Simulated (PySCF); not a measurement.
SMILES c1cc(ccc1B)N (C6H8BN) (GFN2-xTB optimised geometry):

```
16

B     -1.431    -2.345     0.001
C     -0.620    -1.043     0.000
C     -1.239     0.219    -0.002
C     -0.519     1.390    -0.001
C      0.879     1.362    -0.001
N      1.604     2.524    -0.064
C      1.520     0.119     0.000
C      0.786    -1.043     0.000
H     -0.884    -3.381     0.006
H     -2.602    -2.311    -0.002
H     -2.318     0.267     0.000
H     -1.024     2.347    -0.001
H      1.133     3.381     0.172
H      2.580     2.479     0.175
H      2.602     0.086     0.001
H      1.305    -1.991     0.003
```

Level of theory: B3LYP/def2-TZVP (PySCF 2.14.0).

**Question.** What are the frontier orbital energies and the dipole moment?

**Answer.** HOMO-2 -8.64 eV, HOMO-1 -7.18 eV, HOMO -6.13 eV, LUMO -1.59 eV, LUMO+1 -0.39 eV; dipole moment 4.27 D.

Meta-Löwdin charges at B3LYP/def2-TZVP: B1 -0.07, C2 -0.11, C3 -0.06, C4 -0.18, C5 0.15, N6 -0.42, C7 -0.18, C8 -0.06, H9 0.00, H10 0.00, H11 0.12, H12 0.11, H13 0.24, H14 0.24, H15 0.11, H16 0.12.
